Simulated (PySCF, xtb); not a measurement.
C2H5Si, SMILES [CH2][Si]C (connectivity only; charge and spin as stated), charge +1, multiplicity 1.

GFN2-xTB (xtb 6.7.1) at its own geometry gives an orbital gap of 2.66 eV.

Geometry: TPSSh-D3(BJ)/def2-TZVP. The multiplicity is an assumed one; other spin states were not compared. The isomer is the one that the SMILES or the coordinates give; other isomers of the formula were not compared.

Question: What does PBE0/def2-TZVPD in PySCF give? (Estimate from the structure and the level; the computed values follow.)

Answer: gap 4.45 eV (levels -12.97 and -8.52 eV).
